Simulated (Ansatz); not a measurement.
`FC(F)(Cl)C(Cl)(Cl)Cl` + H–F → `FC(Cl)(Cl)Cl` + `FC(F)Cl`  (substitution at a C–C bond)

Gas-phase electronic energies from Ansatz, PBE0-D4/def2-TZVP geometries. CCSD(T)/CBS adds triple-zeta CCSD(T) − MP2 to the extrapolated MP2 energy (def2 sets, frozen cores). This one scheme is used for every species. Functionals use def2-TZVPP.

`FC(F)(Cl)C(Cl)(Cl)Cl`:

Cartesian coordinates in Å:
```
F 1.152 1.200 0.626
C 0.286 0.706 -0.255
F -0.705 1.582 -0.396
Cl 1.093 0.495 -1.802
C -0.294 -0.638 0.295
Cl -1.072 -0.289 1.839
Cl -1.476 -1.271 -0.839
Cl 1.016 -1.784 0.532
```

H–F:

```xyz
2

F     0.439   -0.062   -0.124
H    -0.439    0.062    0.124
```

`FC(Cl)(Cl)Cl`:

```xyz
5

F    -1.111    0.089   -0.849
C    -0.055    0.004   -0.042
Cl    1.397   -0.106   -1.031
Cl   -0.228   -1.435    0.957
Cl   -0.003    1.447    0.965
```

`FC(F)Cl`:

Z-matrix (Å, degrees):
```
C
F 1 1.334
Cl 1 1.763 2 109.7
F 1 1.334 2 108.3 3 -119.8
H 1 1.090 2 110.0 3 120.0
```

| level | ΔE (kJ/mol) | difference from CCSD(T)/CBS |
| --- | --- | --- |
| B2PLYP | 11.1 | -25.3 |
| revPBE | -10.6 | -47.0 |
| r2SCANh | 11.7 | -24.7 |
| CAM-B3LYP | -1.0 | -37.4 |
| HF/def2-SVP | -9.9 | -46.3 |
| CCSD/def2-SVP | 23.2 | -13.2 |
| CCSD/def2-TZVPP | 24.9 | -11.5 |
| SCS-MP2/def2-QZVPP | 35.0 | -1.4 |
| MP2/CBS(def2) | 50.8 | 14.4 |
| CCSD/CBS(def2) | 31.2 | -5.2 |
| CCSD(T)/CBS | 36.4 | 0 |

Largest T1 diagnostic among the species: 0.011.

From PBE to PBE0 (25 % exact exchange), in def2-TZVPP and without D4, ΔE moves by +7.3 kJ/mol. In def2-TZVPP, CCSD(T) changes the Hartree–Fock value by +40.0 kJ/mol (the triples alone add +5.2 kJ/mol) and MP2 by +54.4 kJ/mol.
